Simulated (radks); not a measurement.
Values are calculated unless marked as measured or tabulated.
The zinc ion Zn2+, configuration [Ar] 3d10.

Code: a radial shooting solver on a logarithmic mesh with Libxc functionals. Model: scalar-relativistic Kohn-Sham, PBE, spin-polarised, spherical densities, finite nucleus; Fermi nuclear charge, rms radius 3.9283 fm.

Energy parts (eV):
total: -48843.590
kinetic: 49621.547
electron-nucleus: -117121.225
Hartree: 20590.203
exchange-correlation: -1934.115

Orbitals (lengths in bohr, moments of r in powers of bohr; <r^-3> diverges for s and p1/2):
| orbital | occ. | eigenvalue (eV) | <r^-3> |
|---|---|---|---|
| 1s | 2 | -9546.675 | - |
| 2s | 2 | -1178.844 | - |
| 2p | 6 | -1024.593 | 794.8 |
| 3s | 2 | -150.1119 | - |
| 3p | 6 | -104.3082 | 102.4 |
| 3d | 10 | -30.8561 | 9.624 |
| 4s | 0 | -23.0279 | - |
| 4p | 0 | -15.6563 | 6.322 |

The highest occupied level is 3d at -30.856 eV. For comparison, the ionisation energy in NIST's Atomic Spectra Database is 39.723 eV (measured). In exact Kohn-Sham theory the highest level is minus the ionisation energy, but local and semilocal functionals leave it too shallow, through self-interaction and a potential that decays too fast; potentials with the right tail come closer. Summed over all electrons, <r^2> = 15.31 bohr^2, which gives a Langevin (diamagnetic) susceptibility term of -12.1 x 10^-6 cm^3/mol. The density falls to 0.001 e/bohr^3 at r = 2.89 bohr. The electron density at the nucleus is 2.532e+04 e/bohr^3 (large components only).
